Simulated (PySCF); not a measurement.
## Electronic structure of Mn⁺ (manganese, charge +1) at the UHF level

Configuration: [Ar] 3d5 4s1, high-spin 7S determinant. Calculation: PySCF 2.14, in def2-SVP; the non-relativistic Hamiltonian (point nucleus).

* Total energy: -1149.478460 hartree
* One-electron energy: -1577.7135 hartree
* Hartree (Coulomb) energy: 479.1159 hartree
* Exchange energy: -50.8808 hartree
* Kinetic energy: 1149.15796 hartree
* ⟨S²⟩: 12.0001
* ⟨L²⟩: 0.000
* Sum of ⟨r⟩: 17.95 bohr
* Sum of ⟨r²⟩: 26.24 bohr²
* Density at the nucleus (Gaussians lack the cusp): 9920 bohr⁻³
* Spin density at the nucleus: 4.38 bohr⁻³
* Langevin diamagnetic susceptibility: -20.8 ×10⁻⁶ cm³/mol
* Time after the integrals: 0.15 s of wall time on 1 thread of Neoverse-N1 (shared host)

```csv
shell,electrons,mean orbital energy (hartree),"rms radius, mean of both spins (bohr)"
1s α,1,-240.82362,0.0713
1s β,1,-240.81849,0.0713
2s α,1,-29.47172,0.305
2s β,1,-29.33314,0.305
2p α,3,-25.18130,0.274
2p β,3,-25.04749,0.274
3s α,1,-4.31888,0.925
3s β,1,-3.90061,0.925
3p α,3,-3.02578,0.992
3p β,3,-2.52640,0.992
3d α,5,-0.93907,1.26
4s α,1,-0.53871,3.17
```
